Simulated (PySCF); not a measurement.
A series of related molecules.

All values: CAM-B3LYP/def2-SVPD (PySCF) at GFN2-xTB geometries, gas phase, one conformer each. Core orbitals are frozen in the response; Δα² is half the sum of the squared differences of the principal polarisabilities.

Question: Rank by mean static polarisability, highest first.
A. `C=C[Si@H]1C[C@@H](C#N)C1`
B. `N#C[C@H]1C[Si@H](S[SiH3])C1`
C. `N#C[C@H]1C[Si@H](P)C1`
D. `N#C[C@H]1C[Si@H](C(=O)O)C1`

Answer: B (17.88 Å³), C (14.86 Å³), A (13.93 Å³), D (13.51 Å³).

Question: Rank by dipole moment, highest first.
A. `[Si@H]1(C#C)C[C@@H](C1)C#N`
B. `[N:1]#[C:2][C@H:3]1[CH2:4][Si@H:5]([S:6][SiH3:7])[CH2:8]1` with C4–Si5–S6–Si7 -171°, C2–C3–C4–Si5 105°, C3–C4–Si5–S6 125°, C4–Si5–C8–C3 -10°, C2–C3–C8–Si5 -105°
C. `[N:1]#[C:2][C@H:3]1[CH2:4][Si@H:5]([C:6](=[O:7])[OH:8])[CH2:9]1` with C4–Si5–C6–O7 136°, Si5–C6–O8–H 180°, C2–C3–C4–Si5 106°, C3–C4–Si5–C6 121°, C4–Si5–C9–C3 -9°, C2–C3–C9–Si5 -106°

Answer: A (4.59 D), C (4.17 D), B (3.87 D).

Question: Rank by polarisability anisotropy Δα, lowest first.
A. `[N:1]#[C:2][C@H:3]1[CH2:4][Si@H:5]([C:6](=[O:7])[OH:8])[CH2:9]1` with C4–Si5–C6–O7 136°, Si5–C6–O8–H 180°, C2–C3–C4–Si5 106°, C3–C4–Si5–C6 121°, C4–Si5–C9–C3 -9°, C2–C3–C9–Si5 -106°
B. `[N:1]#[C:2][C@H:3]1[CH2:4][Si@H:5]([PH2:6])[CH2:7]1` with C4–Si5–P6–H -177° and 90°, C2–C3–C4–Si5 107°, C3–C4–Si5–P6 119°, C4–Si5–C7–C3 -8°, C2–C3–C7–Si5 -107°
C. `[CH2:1]=[CH:2][Si@H:3]1[CH2:4][C@@H:5]([C:6]#[N:7])[CH2:8]1` with C1–C2–Si3–C4 -43°
D. `[N:1]#[C:2][C@H:3]1[CH2:4][Si@H:5]([S:6][SiH3:7])[CH2:8]1` with C4–Si5–S6–Si7 -171°, C2–C3–C4–Si5 105°, C3–C4–Si5–S6 125°, C4–Si5–C8–C3 -10°, C2–C3–C8–Si5 -105°

Answer: C (4.10 Å³), A (5.89 Å³), B (6.91 Å³), D (8.09 Å³).

All values together:

| SMILES | formula | μ (D) | HOMO (eV) | LUMO (eV) | α (Å³) | Δα (Å³) | electrons | α per electron (Å³) |
| --- | --- | --- | --- | --- | --- | --- | --- | --- |
| C=C[Si@H]1C[C@@H](C#N)C1 | C6H9NSi | 3.88 | -9.22 | -0.04 | 13.93 | 4.10 | 66 | 0.211 |
| N#C[C@H]1C[Si@H](S[SiH3])C1 | C4H9NSSi2 | 3.87 | -8.82 | 0.41 | 17.88 | 8.09 | 84 | 0.213 |
| C#C[Si@H]1C[C@H](C#N)C1 | C6H7NSi | 4.59 | -9.59 | 0.14 | 13.93 | 7.98 | 64 | 0.218 |
| N#C[C@H]1C[Si@H](P)C1 | C4H8NPSi | 4.07 | -9.21 | 0.59 | 14.86 | 6.91 | 68 | 0.219 |
| N#C[C@H]1C[Si@H](C(=O)O)C1 | C5H7NO2Si | 4.17 | -9.49 | -0.41 | 13.51 | 5.89 | 74 | 0.183 |

Conformers: `[CH2:1]=[CH:2][Si@H:3]1[CH2:4][C@@H:5]([C:6]#[N:7])[CH2:8]1` with C1–C2–Si3–C4 -43°; `[N:1]#[C:2][C@H:3]1[CH2:4][Si@H:5]([S:6][SiH3:7])[CH2:8]1` with C4–Si5–S6–Si7 -171°, C2–C3–C4–Si5 105°, C3–C4–Si5–S6 125°, C4–Si5–C8–C3 -10°, C2–C3–C8–Si5 -105°; `[N:1]#[C:2][C@H:3]1[CH2:4][Si@H:5]([PH2:6])[CH2:7]1` with C4–Si5–P6–H -177° and 90°, C2–C3–C4–Si5 107°, C3–C4–Si5–P6 119°, C4–Si5–C7–C3 -8°, C2–C3–C7–Si5 -107°; `[N:1]#[C:2][C@H:3]1[CH2:4][Si@H:5]([C:6](=[O:7])[OH:8])[CH2:9]1` with C4–Si5–C6–O7 136°, Si5–C6–O8–H 180°, C2–C3–C4–Si5 106°, C3–C4–Si5–C6 121°, C4–Si5–C9–C3 -9°, C2–C3–C9–Si5 -106°.
